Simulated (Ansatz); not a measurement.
C$_{2}$H$_{6}$N, doublet, geometry from GFN2-xTB. Base run: Ansatz (a quantum-chemistry and plane-wave program) with B3LYP/STO-3G.

The Ansatz input:
Ansatz 0.2 input:
```yaml
crystal:
  periodic: [false, false, false]
  atoms:
    - {symbol: C, position_ang: [1.23129600, -0.25669769, -0.09655273]}
    - {symbol: C, position_ang: [-0.05799116, 0.17393746, 0.49940779]}
    - {symbol: N, position_ang: [-1.20100732, 0.14966202, -0.31016964]}
    - {symbol: H, position_ang: [1.64723200, 0.48863493, -0.78864494]}
    - {symbol: H, position_ang: [1.96813276, -0.42204686, 0.68733552]}
    - {symbol: H, position_ang: [1.10338449, -1.18365188, -0.65721155]}
    - {symbol: H, position_ang: [-0.05524989, 0.94758192, 1.24931036]}
    - {symbol: H, position_ang: [-2.06668125, 0.26362547, 0.19896649]}
    - {symbol: H, position_ang: [-1.22959588, -0.64521633, -0.93569883]}
basis:
  gaussian:
    orbitals: STO-3G
hamiltonian:
  xc: b3lyp
magnetization: {spin_polarized: true, initial_magnetization: 1}
```

The bond that is stretched is that between atoms 5 and 1. A test that says stable can miss a lower solution.

Variants of this job, named by their change:

| change | ΔE vs base (mEh) | <S^2> | stability test says |
|---|---|---|---|
| base | 0.000 | 0.752 | minimum |
| spin_polarized = on; lower_state_search = off | 0.000 | 0.752 | undecided (no full test) |
| spin_polarized = on; lower_state_search = standard | 0.000 | 0.752 | minimum |
| bond × 1.25 | 32.315 | 0.752 | minimum |
| spin_polarized = on; lower_state_search = off; bond × 1.25 | 32.315 | 0.752 | undecided (no full test) |
| spin_polarized = on; lower_state_search = standard; bond × 1.25 | 32.315 | 0.752 | minimum |
| bond × 1.5 | 93.307 | 0.755 | minimum |
| spin_polarized = on; lower_state_search = off; bond × 1.5 | 93.307 | 0.755 | undecided (no full test) |
| spin_polarized = on; lower_state_search = standard; bond × 1.5 | 93.307 | 0.755 | minimum |
| bond × 1.8 | 158.0 | 0.924 | minimum |
| spin_polarized = on; lower_state_search = off; bond × 1.8 | 158.0 | 0.924 | undecided (no full test) |
| spin_polarized = on; lower_state_search = standard; bond × 1.8 | 158.0 | 0.924 | minimum |
| bond × 2.2 | 194.6 | 1.239 | minimum |
| spin_polarized = on; lower_state_search = off; bond × 2.2 | 194.6 | 1.239 | undecided (no full test) |
| spin_polarized = on; lower_state_search = standard; bond × 2.2 | 194.6 | 1.239 | minimum |
| bond × 3.0 | 206.4 | 1.348 | minimum |
| spin_polarized = on; lower_state_search = off; bond × 3.0 | 207.1 | 1.346 | undecided (no full test) |
| spin_polarized = on; lower_state_search = standard; bond × 3.0 | 206.4 | 1.348 | minimum |

On stretching, the SCF can end on different states; <S^2> shows the spin contamination of each.
